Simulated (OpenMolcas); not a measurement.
**Ionisation energies of beryllium**

```
Program             : OpenMolcas 26.06
Basis               : ANO-L-VTZP [4s3p2d1f]
Scalar Hamiltonian  : non-relativistic, point nucleus
Spin-orbit coupling : RASSI with atomic mean-field integrals over the reference wave functions, term energies averaged over their components
```

Active shells in each charge state: the valence s, p shells, with orbitals averaged over the low states. Where CASPT2's correlated closed shells are named, they are those of the first ion.

A. CASSCF
B. SS-CASPT2, IPEA 0.25 Eh, imaginary shift 0.1 Eh (closed shells correlated: 1s)
C. SS-CASPT2, IPEA 0.25 Eh, imaginary shift 0.1 Eh (closed shells correlated: none)
D. SS-CASPT2, IPEA 0 Eh, imaginary shift 0.1 Eh (closed shells correlated: 1s)

Energies in eV between the lowest computed levels, named as in B; reference values from the NIST Atomic Spectra Database with their kind.

| From | To | A | B | C | D | Spin-orbit share in B | Reference |
| --- | --- | --- | --- | --- | --- | --- | --- |
| Be 2s² ¹S₀ | Be+ 2s ²S_1/2 | 9.237 | 9.278 | 9.280 | 9.280 | +0.000 | 9.323 (measured) |
| Be+ 2s ²S_1/2 | Be2+ 1s² ¹S₀ | 18.125 | 18.142 | 18.125 | 18.143 | +0.000 | 18.211 (measured) |

Error against the reference values, in %:

```json
{"From": "Be", "Reference": "measured", "A": "-0.9", "B": "-0.5", "C": "-0.5", "D": "-0.5"}
{"From": "Be+", "Reference": "measured", "A": "-0.5", "B": "-0.4", "C": "-0.5", "D": "-0.4"}
```

Mean absolute error over the 2 measured values: A 0.09 eV, B 0.06 eV, C 0.06 eV, D 0.06 eV.
